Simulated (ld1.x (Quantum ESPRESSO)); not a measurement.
## Ranking TM potentials for Br

All share these settings but for the change named:

```json
{"Element": "bromine (Br)", "Generator": "ld1.x (Quantum ESPRESSO) 7.5", "Type": "norm-conserving Troullier–Martins (Kleinman–Bylander form)", "Functional": "revPBE", "Relativity": "fully relativistic", "Frozen core": "[Ar] 3d10", "Valence charge": "7", "Reference configuration": "4s2 4p4 (charge +1)", "Partial waves": "4p (bound): rc 1.70 bohr; 4s (bound): rc 1.35 bohr", "Local potential": "the s channel", "Core correction": "Bessel-smoothed model core, default radius (core density twice the valence density)"}
```

Open shells are filled in proportion to 2j + 1 (rel_dist='average').

Test errors are all-electron minus pseudo excitation energies from the reference, over 4s2 4p5; 4s2 4p3; 4s2 4p2; 4s1 4p6; 4s2 4p4.5; 4s2 4p1; 4s2 4p5.3. None of these files shows a bound ghost.

The base gives 9.2 meV.

Of 8 variants that were run, those that failed, showed a ghost or another fault, or gave nearly equal values are left out.

A variant can come out equal or close to the base, since the largest error may sit in a test that the change hardly touches while other tests move.

Task: Rank these variants by their largest absolute test error, smallest first.
A. type RRKJ
B. wave 4p (bound): rc 1.70 bohr becomes 4p (bound): rc 1.66 bohr
C. all radii but the core radius scaled by about 0.90 (s 1.22, p 1.52 bohr)
D. wave 4s (bound): rc 1.35 bohr becomes 4s (bound): rc 1.78 bohr
E. core correction none

Result: B (9.3 meV), A (14.1 meV), D (16.4 meV), C (21.2 meV), E (70.9 meV).
